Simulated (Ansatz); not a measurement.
Cost and result for the atomization energy of C$_{4}$H$_{9}$B, SMILES `B/C=C/CC` (14 atoms, 13 bonds).

Z-matrix (Å, degrees):
```
C
C 1 1.526
C 1 1.486 2 112.1
H 1 1.098 2 108.7 3 119.8
H 1 1.093 2 110.6 3 -123.1
H 2 1.092 1 110.9 3 62.1
H 2 1.092 1 110.8 3 -177.8
H 2 1.093 1 111.1 3 -57.8
C 3 1.344 1 126.5 2 -122.1
H 3 1.091 1 115.6 2 57.1
B 9 1.526 3 120.8 1 179.5
H 9 1.090 3 117.2 1 -0.5
H 11 1.200 9 118.9 3 -0.2
H 11 1.198 9 122.0 3 179.9
```

Total charge 0; spin multiplicity 1. The geometry is a stationary point of PBE0-D4/def2-TZVP. It is one conformer, not always the lowest. Program: Ansatz. All runs use 4 threads of an AMD EPYC 9R45 on a shared host. Times are those of one run each, without the atoms' runs, and a repeat can differ threefold. Electronic energies, without spin–orbit coupling; frozen cores. CCSD(T)/CBS adds CCSD(T) − MP2 in def2-TZVPP to the MP2 limit, and its time is that of the two runs behind it. T1 = 0.010. B3LYP takes the VWN-RPA correlation (the form of Gaussian; ORCA's B3LYP/G).

CCSD(T)/CBS is a level of theory with its own doubt, some kJ/mol a heavy atom from the limit and from the frozen cores, so smaller differences don't rank the functionals.

| level | functions | wall time | atomization (kJ/mol) | difference from CCSD(T)/CBS | per bond |
| --- | --- | --- | --- | --- | --- |
| PBE-D4/def2-TZVPP (with forces) | 281 | 1.1 s | 5683.3 | 121.6 | 9.4 |
| PBE0-D4/def2-TZVPP | 281 | 1.1 s | 5621.7 | 60.0 | 4.6 |
| r2SCAN-D4/def2-TZVPP (with forces) | 281 | 1.6 s | 5600.0 | 38.3 | 2.9 |
| B3LYP-D4/def2-TZVPP (with forces) | 281 | 1.8 s | 5597.9 | 36.2 | 2.8 |
| B2PLYP/def2-TZVPP | 281 | 2 s | 5540.3 | -21.4 | -1.6 |
| ωB97X-V/def2-TZVPP | 281 | 2.5 s | 5578.0 | 16.3 | 1.2 |
| ωB97M-V/def2-TZVPP (with forces) | 281 | 3.5 s | 5593.0 | 31.3 | 2.4 |
| MP2/def2-QZVPP | 555 | 9.5 s | 5577.4 | 15.7 | 1.2 |
| CCSD(T)/def2-TZVPP | 281 | 51 s | 5451.0 | -110.7 | -8.5 |
| CCSD(T)/CBS(def2) | – | 61 s | 5561.7 | 0.0 | 0.0 |

In def2-TZVPP, CCSD(T) changes the Hartree–Fock value by +1161.5 kJ/mol (the triples alone add +65.8 kJ/mol) and MP2 by +1223.0 kJ/mol; breaking electron pairs costs correlation energy, which Hartree–Fock lacks. The D4 term adds +36.8 kJ/mol with B3LYP and +19.4 kJ/mol with PBE0; it sums over pairs of atoms, weighted by their polarisabilities, and B3LYP, whose exchange is more repulsive, gets the larger term. From PBE to PBE0 (25 % exact exchange), in def2-TZVPP and without D4, the atomization energy moves by −57.8 kJ/mol: exact exchange takes away binding that semilocal exchange gives to molecules.
